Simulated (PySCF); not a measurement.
PySCF input for C₃H₁₀OSi₂, SMILES CC(=O)[SiH2]C[SiH3], SMD-PBE0/def2-SVP. The structure is a stationary point at PBE0-D3(BJ)/def2-SVP. The structure was generated by enumeration, and PubChem lists no compound with its InChIKey, so it may never have been made. The values are those of a single conformer.

```python
import numpy as np
from pyscf import gto, scf, dft
from pyscf.solvent import smd

mol = gto.M(
    atom='''
    C     3.13359533   -0.81865737   -0.01567407
    C     1.89626825    0.02697074   -0.14938861
    O     1.94218786    1.18399354   -0.50665393
    Si    0.14890476   -0.70251609    0.29938418
    C    -1.12046296    0.38064549   -0.54528445
    Si   -2.83203465    0.42712569    0.22763842
    H     4.03093430   -0.21997318   -0.22662626
    H     3.19194859   -1.24810637    0.99813268
    H     3.07627210   -1.66977270   -0.71436133
    H     0.03616643   -0.64350752    1.79234010
    H     0.04573139   -2.13940962   -0.10668804
    H    -1.20209791    0.06747140   -1.59993730
    H    -0.68391021    1.39572450   -0.55049550
    H    -2.75012867    0.95142174    1.62534745
    H    -3.42110877   -0.94747619    0.27803080
    H    -3.75389517    1.30339197   -0.55874456
    ''',
    basis='def2-SVP',
    charge=0,
    spin=0,
    max_memory=1600,
    verbose=3,
)
mf = dft.RKS(mol, xc='pbe0').density_fit(auxbasis='def2-universal-jkfit')
mf.grids.level = 3
mf.conv_tol = 1e-9
mf.max_cycle = 100
mf.kernel()
res = {}
for name in ['water', 'ethanol', 'tetrahydrofuran']:
    s = mf.SMD()
    s.with_solvent.solvent, s.with_solvent.sasa_ng = name, 194
    s.kernel(mf.make_rdm1())
    res[name] = (s.e_tot, s.with_solvent.get_cds(), s.dip_moment(), s.mo_energy, s.converged)
    print(f'SMD {name}: dG(solv) = {(s.e_tot - mf.e_tot) * 627.509474:.3f} kcal/mol, of which CDS {res[name][1] * 627.509474:.3f}')
```

Output:

```
converged SCF energy = -773.737349645116
converged SCF energy = -773.737280198081
Dipole moment(X, Y, Z, Debye):  0.81093, -2.69687, -0.02022
SMD water: dG(solv) = 0.044 kcal/mol, of which CDS 5.728
converged SCF energy = -773.743804975452
Dipole moment(X, Y, Z, Debye):  0.82268, -2.57928, -0.04292
SMD ethanol: dG(solv) = -4.051 kcal/mol, of which CDS 1.037
converged SCF energy = -773.743381376581
Dipole moment(X, Y, Z, Debye):  0.86620, -2.21066, -0.11730
SMD tetrahydrofuran: dG(solv) = -3.785 kcal/mol, of which CDS -0.915
```

The calculation finished and met its thresholds.

Cost: around 120 core-seconds (rough).
